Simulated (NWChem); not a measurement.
System: C$_{3}$H$_{8}$BF; SMILES CC(C)BF

NWChem input:

```
start job
memory heap 200 mb stack 900 mb global 1100 mb
geometry units angstroms noautosym nocenter noautoz
  B     -0.735502     0.902633    -0.000681
  F     -0.025016     1.990969    -0.266292
  H     -1.941978     1.042516     0.026173
  C     -0.024333    -0.454935     0.322410
  C      1.450147    -0.511371    -0.068868
  C     -0.819605    -1.668211    -0.163996
  H     -0.086929    -0.453669     1.435896
  H      1.934622    -1.424654     0.312498
  H      1.568007    -0.513289    -1.164869
  H      2.009808     0.353705     0.316741
  H     -1.873144    -1.621761     0.152222
  H     -0.394884    -2.609217     0.221150
  H     -0.809327    -1.734980    -1.264435
end
basis spherical
  B library 6-31g*
  F library 6-31g*
  H library 6-31g*
  C library 6-31g*
end
dft
  xc b3lyp
  iterations 150
end
property
  response 1 0.0773
end
task dft property
```

Coordinates come from a PBE0/def2-SVP optimisation. No frequency run checked for a minimum.

Field at 589 nm.

### Question
Predict the main results of this run. (B3LYP/6-31G* (spherical d).) Quantities: isotropic polarisability (bohr³); anisotropy (bohr³).

### Answer
The isotropic polarisability (bohr³) is 44.4 and the anisotropy (bohr³) comes out as 8.7.
